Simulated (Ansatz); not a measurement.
Rb₃Cl₄, relaxed as a doublet with UKS PBE0-D4/def2-SVP in Ansatz, starting from the GFN1-xTB geometry. Force threshold 0.02 eV/Å.

In the def2 sets Rb takes a core potential; there is no spin–orbit coupling. The structure comes from a short search, and lower isomers may exist.

Start:

```xyz
7

Rb    0.393   -0.032    2.651
Rb   -0.931    1.849   -0.750
Rb    0.237   -1.939   -1.854
Cl   -1.441    0.080   -2.964
Cl   -1.131    2.321    2.081
Cl    1.657    0.033   -0.076
Cl    1.215   -2.311    0.914
```

```json
{"step": "1", "energy (eV)": "-52034.2241", "largest force component (eV/Å)": "0.946", "SCF passes": "16"}
{"step": "2", "energy (eV)": "-52034.6586", "largest force component (eV/Å)": "0.308", "SCF passes": "20"}
{"step": "3", "energy (eV)": "-52034.7283", "largest force component (eV/Å)": "0.075", "SCF passes": "20"}
{"step": "4", "energy (eV)": "-52034.7398", "largest force component (eV/Å)": "0.094", "SCF passes": "23"}
{"step": "5", "energy (eV)": "-52034.7428", "largest force component (eV/Å)": "0.036", "SCF passes": "22"}
{"step": "6", "energy (eV)": "-52034.7520", "largest force component (eV/Å)": "0.030", "SCF passes": "24"}
{"step": "7", "energy (eV)": "-52034.7571", "largest force component (eV/Å)": "0.011", "SCF passes": "22"}
{"step": "8", "energy (eV)": "-52034.7597", "largest force component (eV/Å)": "0.034", "SCF passes": "21"}
{"step": "9", "energy (eV)": "-52034.7607", "largest force component (eV/Å)": "0.028", "SCF passes": "22"}
{"step": "10", "energy (eV)": "-52034.7613", "largest force component (eV/Å)": "0.022", "SCF passes": "22"}
{"step": "11", "energy (eV)": "-52034.7619", "largest force component (eV/Å)": "0.021", "SCF passes": "22"}
{"step": "12", "energy (eV)": "-52034.7644", "largest force component (eV/Å)": "0.060", "SCF passes": "22"}
{"step": "13", "energy (eV)": "-52034.7712", "largest force component (eV/Å)": "0.109", "SCF passes": "21"}
{"step": "14", "energy (eV)": "-52034.7781", "largest force component (eV/Å)": "0.056", "SCF passes": "22"}
{"step": "15 (rejected)", "energy (eV)": "-52034.7715", "largest force component (eV/Å)": "0.096", "SCF passes": "24"}
{"step": "16", "energy (eV)": "-52034.7816", "largest force component (eV/Å)": "0.009", "SCF passes": "22"}
{"step": "17", "energy (eV)": "-52034.7817", "largest force component (eV/Å)": "0.020", "SCF passes": "21"}
```

Force components are those of the run's own axes.

End:

```xyz
7

Rb    1.035    0.304    3.072
Rb   -1.356    1.313   -0.498
Rb    0.765   -2.054   -2.408
Cl   -1.287   -0.085   -3.243
Cl   -1.010    2.335    2.387
Cl    1.886   -0.090   -0.054
Cl   -0.033   -1.723    0.743
```

Bonds formed: Rb2–Cl7 (atoms count from 1). Metal–metal contacts that move far: Rb1–Rb3 4.89 to 5.97 Å. The end is the same structure that another start reached.

The force fell under the threshold at step 7, but the optimiser went on and released 0.025 eV more. No frequencies were taken in this run, so the end may be a saddle point.

Run time 57 s (4 threads of Intel Xeon Platinum 8488C on a shared host), peak host memory 0.59 GiB.
